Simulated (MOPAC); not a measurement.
Input for MOPAC: PM7 on BiBrH2 (SMILES [Br][BiH2]), a point of a bond scan (R = 2.432 Å).

```
PM7 1SCF PRECISE CHARGE=0 THREADS=1
BiBrH2

Bi    -0.43377418 1    -0.48629616 1     0.40451161 1
H     -2.41132975 1    -0.04122570 1    -0.93855002 1
H     -0.03488637 1    -1.88034559 1    -0.66401785 1
Br     1.08390780 1     1.21141547 1    -0.92343133 1
```

The log:

```
*******************************************************************************
 **                                                                           **
 **                              MOPAC v23.2.5                                **
 **                                                                           **
 *******************************************************************************
 ** MOPAC's Digital Object Identifier: https://doi.org/10.5281/zenodo.6511958 **
 **                                                                           **
 ** Please cite the open-source release paper for use of this MOPAC version:  **
 ** J. E. Moussa and J. J. P. Stewart (2026)                                  **
 ** MOPAC: An open-source semiempirical molecular orbital program             **
 ** J. Open Source Softw., 11(119), 8025, https://doi.org/10.21105/joss.08025 **
 *******************************************************************************

                              PM7 CALCULATION RESULTS

 *******************************************************************************
 *  PM7        - The PM7 Hamiltonian to be used
 *
 *
 *
 *                 CHARGE ON SYSTEM = 0
 *
 *
 *
 *  PRECISE    - TIGHTER CRITERIA TO BE USED
 *  1SCF       - DO 1 SCF AND THEN STOP
 *  THREADS=1  - MULTI-THREADING NOT USED
 *  T=         - A TIME OF 172800.0 SECONDS REQUESTED
 *  DUMP=N     - RESTART FILE WRITTEN EVERY 7200.0 SECONDS REQUESTED
 *******************************************************************************
PM7 1SCF PRECISE CHARGE=0 THREADS=1
 BiBrH2

   ATOM   CHEMICAL          X               Y               Z
  NUMBER   SYMBOL      (ANGSTROMS)     (ANGSTROMS)     (ANGSTROMS)

     1      Bi         -0.43377418  *  -0.48629616  *   0.40451161  *
     2       H         -2.41132975  *  -0.04122570  *  -0.93855002  *
     3       H         -0.03488637  *  -1.88034559  *  -0.66401785  *
     4      Br          1.08390780  *   1.21141547  *  -0.92343133  *



          CARTESIAN COORDINATES

    NO.       ATOM           X           Y           Z

     1        Bi         -0.4338     -0.4863      0.4045
     2         H         -2.4113     -0.0412     -0.9386
     3         H         -0.0349     -1.8803     -0.6640
     4        Br          1.0839      1.2114     -0.9234

 General Reference for PM7:
 "Optimization of Parameters for Semiempirical Methods VI: More Modifications to the
 NDDO Approximations and Re-optimization of Parameters", J. J. P. Stewart, J. Mol. Mod., 1:32, 19 (2013)
 https://link.springer.com/article/10.1007/s00894-012-1667-x

           Empirical Formula: H2 Bi Br  =     4 atoms



      MOLECULAR POINT GROUP   :   C1


      RHF CALCULATION, NO. OF DOUBLY OCCUPIED LEVELS = 7



 ALL CONVERGERS ARE NOW FORCED ON
 SHIFT=10, PULAY ON, CAMP-KING ON
 AND ITERATION COUNTER RESET



 -------------------------------------------------------------------------------
 PM7 1SCF PRECISE CHARGE=0 THREADS=1
 BiBrH2



     1SCF WAS SPECIFIED, SO BFGS WAS NOT USED
     SCF FIELD WAS ACHIEVED


                              PM7 CALCULATION
                                                       MOPAC v23.2.5 Linux




          FINAL HEAT OF FORMATION =         52.16317 KCAL/MOL =     218.25068 KJ/MOL


          COSMO AREA              =        118.33 SQUARE ANGSTROMS
          COSMO VOLUME            =        110.10 CUBIC ANGSTROMS

          IONIZATION POTENTIAL    =          8.893518 EV
          HOMO LUMO ENERGIES (EV) =         -8.894 -0.665
          NO. OF FILLED LEVELS    =          7
          MOLECULAR WEIGHT        =        290.9002         POINT GROUP:  C1

          MOLECULAR DIMENSIONS (Angstroms)

            Atom       Atom       Distance
           Br     4    H     2     3.71295
            H     3    H     2     2.54718
           Bi     1    H     3     1.21441


          SCF CALCULATIONS        =          1





   ATOM   CHEMICAL          X               Y               Z
  NUMBER   SYMBOL      (ANGSTROMS)     (ANGSTROMS)     (ANGSTROMS)

     1      Bi         -0.43377418  *  -0.48629616  *   0.40451161  *
     2       H         -2.41132975  *  -0.04122570  *  -0.93855002  *
     3       H         -0.03488637  *  -1.88034559  *  -0.66401785  *
     4      Br          1.08390780  *   1.21141547  *  -0.92343133  *

                             CARTESIAN COORDINATES

   1   Bi       -0.433774180    -0.486296160     0.404511610
   2    H       -2.411329750    -0.041225700    -0.938550020
   3    H       -0.034886370    -1.880345590    -0.664017850
   4   Br        1.083907800     1.211415470    -0.923431330


           Empirical Formula: H2 Bi Br  =     4 atoms



      MOLECULAR POINT GROUP   :   C1


                  EIGENVALUES
 -24.92689 -24.55035 -11.63120 -10.57161 -10.39790  -9.26459  -8.89352  -0.66474
  -0.19606   1.19864  48.61192  48.62658  48.74208  48.79568  49.00967 266.93816
 266.99985 267.01520 267.43709 267.43764


              NET ATOMIC CHARGES AND DIPOLE CONTRIBUTIONS

  ATOM NO.   TYPE          CHARGE      No. of ELECS.   s-Pop       p-Pop       d-Pop
    1         Bi           0.250412        4.7496     1.97058     2.76799     0.01101
    2          H           0.106045        0.8940     0.89396
    3          H           0.060717        0.9393     0.93928
    4         Br          -0.417173        7.4172     1.95348     5.46170     0.00199
 DIPOLE           X         Y         Z       TOTAL
 POINT-CHG.    -3.932    -3.582     1.665     5.573
 HYBRID        -0.172    -0.086     0.489     0.525
 SUM           -4.104    -3.668     2.154     5.911


          ATOMIC ORBITAL ELECTRON POPULATIONS

     Atom    s        px        py        pz      x^2-y^2     xz        z^2       yz        xy
    1 Bi   1.97058   0.94277   0.85952   0.96571   0.00221   0.00205   0.00032   0.00466   0.00179
    2  H   0.89396
    3  H   0.93928
    4 Br   1.95348   1.81439   1.77765   1.86966   0.00030   0.00040   0.00022   0.00048   0.00059

 **********************
 *                    *
 * JOB ENDED NORMALLY *
 *                    *
 **********************




 == MOPAC DONE ==
```

The run finished.

Cost: around 0.4 core-seconds (rough).
